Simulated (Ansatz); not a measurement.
Correlation energies of C6H18FN3Ti (`C[N](C)[Ti]([F])([N](C)C)[N](C)C`) by basis set

Cartesian coordinates in Å:
```
C -1.2918 1.3069 1.9204
N -0.6412 0.0604 1.6248
C -0.3015 -0.7004 2.8039
Ti -0.2247 -0.7646 -0.0156
F -0.7347 -2.4987 -0.0507
N 1.6309 -0.5693 -0.2677
C 2.6119 0.1879 0.4594
C 2.1944 -1.3502 -1.3436
N -1.0669 0.2461 -1.3626
C -0.5357 1.1716 -2.3247
C -2.4876 0.0292 -1.5023
H -1.5434 1.8311 0.9977
H -2.2175 1.1538 2.4950
H -0.6448 1.9643 2.5202
H -1.1904 -0.9351 3.4064
H 0.1700 -1.6516 2.5341
H 0.4039 -0.1541 3.4469
H 3.3863 -0.4629 0.8921
H 2.1377 0.7426 1.2699
H 3.1250 0.9101 -0.1930
H 1.4183 -1.9290 -1.8558
H 2.6781 -0.7102 -2.0958
H 2.9465 -2.0634 -0.9777
H -0.9982 2.1648 -2.2231
H -0.7199 0.8340 -3.3555
H 0.5403 1.2846 -2.1878
H -2.7436 -0.3585 -2.4986
H -2.8470 -0.6988 -0.7669
H -3.0544 0.9591 -1.3493
```

The species carries charge 0 and has multiplicity 1. Correlated methods include outer-core shells of Ti, which these sets cover unevenly. Scalar relativity is left out up to krypton. Geometry: relaxed with PBE0-D4/def2-TZVP. It is one conformer, not always the lowest. Frozen core, restricted reference, the Gaussian-basis code of Ansatz.

```csv
basis,HF (Eh),MP2 corr.,CCSD corr.,(T),CCSD(T) total
def2-SVP,-1348.49545,-1.89880,-1.99411,-0.07753,-1350.56709
def2-TZVPP,-1349.18321,-2.40542,-2.47281,-0.11744,-1351.77346
def2-QZVPP,-1349.22181,-2.57496,–,–,–
```
